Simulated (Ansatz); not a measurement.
`[C]#C[SiH2]F` radical, relaxed with UKS PBE0-D4/def2-TZVP in the Gaussian-basis code of Ansatz from a PBE-D4/def2-SVP geometry. The force threshold is 0.005 eV/Å; the program also tests the step.

The species carries charge 0 and has multiplicity 2.

Start:

```xyz
6

C     1.974   -0.953    1.206
C     1.002   -0.576    0.534
Si   -0.471    0.199   -0.243
F     0.019    1.302   -1.346
H    -1.281    0.898    0.802
H    -1.242   -0.870   -0.953
```

```tsv
step	energy (eV)	largest force (eV/Å)	largest move (Å)
1	-12691.2886	2.001	0.000
2	-12691.3506	0.662	0.028
3	-12691.3625	0.134	0.019
4	-12691.3682	0.096	0.071
5	-12691.3686	0.013	0.014
6	-12691.3686	0.001	0.003
```

End:

```xyz
6

C     1.951   -1.000    1.143
C     1.001   -0.505    0.578
Si   -0.465    0.205   -0.237
F     0.013    1.270   -1.321
H    -1.294    0.899    0.769
H    -1.206   -0.869   -0.931
```

Hardware: 2 threads of an AMD EPYC 7R13 on a shared host. Wall time 25 s, peak host memory 0.36 GiB.
